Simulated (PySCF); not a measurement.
System: CH₅BNO, net charge 0, doublet state. It need not be the lowest isomer of its formula. 
Structure (B3LYP-D3(BJ)/def2-TZVP (Ansatz) minimum search):
```
N
H 1 1.0056
B 1 1.3904 2 119.00
O 3 1.3655 1 123.00 2 180.00
H 4 0.9595 3 113.79 1 180.00
C 1 1.4613 2 115.08 3 -180.00
H 6 1.0878 1 108.96 2 -180.00
H 6 1.0930 7 108.34 1 121.26
H 6 1.0930 7 108.34 8 117.49
```
Charge 0, spin multiplicity 2.

Dispersion corrections to the total energy (kcal/mol) from the dftd3 and dftd4 libraries through PySCF: D3(BJ) without and D4 with the three-body term, each with the damping fitted for the functional named.

```json
[
 {"functional": "BHLYP", "D3(BJ)": "-4.14", "D4": "-3.29"},
 {"functional": "B2PLYP", "D3(BJ)": "-2.44", "D4": "-2.09"},
 {"functional": "BLYP", "D3(BJ)": "-6.73", "D4": "-6.86"},
 {"functional": "BP86", "D3(BJ)": "…", "D4": "-3.87"},
 {"functional": "r2SCAN", "D3(BJ)": "-0.87", "D4": "…"},
 {"functional": "PBE0", "D3(BJ)": "-2.70", "D4": "-2.49"},
 {"functional": "HSE06", "D3(BJ)": "…", "D4": "-2.29"}
]
```

**Question.** Some entries are withheld; supply them.

**Answer.** 
- BP86, D3(BJ): -4.81
- r2SCAN, D4: -0.74
- HSE06, D3(BJ): -1.94
